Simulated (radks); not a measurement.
Sm V, configuration [Kr] 4d10 4f4 5s2 5p5 6s1 (not the ground configuration). Calculated with a radial shooting solver on a logarithmic mesh with Libxc functionals: scalar-relativistic Kohn-Sham, PBE, spin-polarised, spherical densities, point nucleus; open shells are filled with parallel spins first (spin-orbit coupling, left out, can overturn this in heavy ions). Some entries of the table are withheld. Estimate them.

orbital,occ.,eigenvalue (eV),<1/r> (bohr^-1)
1s up,1,-46738.07,68.83
1s down,1,-46737.97,68.83
2s up,1,-7686.805,15.93
2s down,1,-7686.724,15.93
2p up,3,-6862.679,14.95
2p down,3,-6862.580,14.95
3s up,1,-1732.347,5.827
3s down,1,-1730.745,5.831
3p up,3,-1474.773,5.492
3p down,3,-1473.169,5.496
3d up,5,-1125.994,5.211
3d down,5,-1124.742,5.215
4s up,1,-392.8278,2.456
4s down,1,-388.9499,2.456
4p up,3,-307.8143,2.264
4p down,3,-303.9499,2.264
4d up,5,-188.4615,1.997
4d down,5,-184.5884,1.996
5s up,1,-93.3178,1.004
5s down,1,-90.2706,0.9952
5p up,3,-70.5094,0.8795
5p down,2,-67.8184,0.8691
4f up,4,-59.2532,(1)
4f down,0,-55.4386,(2)
6s up,1,-34.0605,(3)
6s down,0,-32.2899,(4)

Answer. 
(1) 4f up <1/r> (bohr^-1): 1.518
(2) 4f down <1/r> (bohr^-1): 1.510
(3) 6s up <1/r> (bohr^-1): 0.4562
(4) 6s down <1/r> (bohr^-1): 0.4558
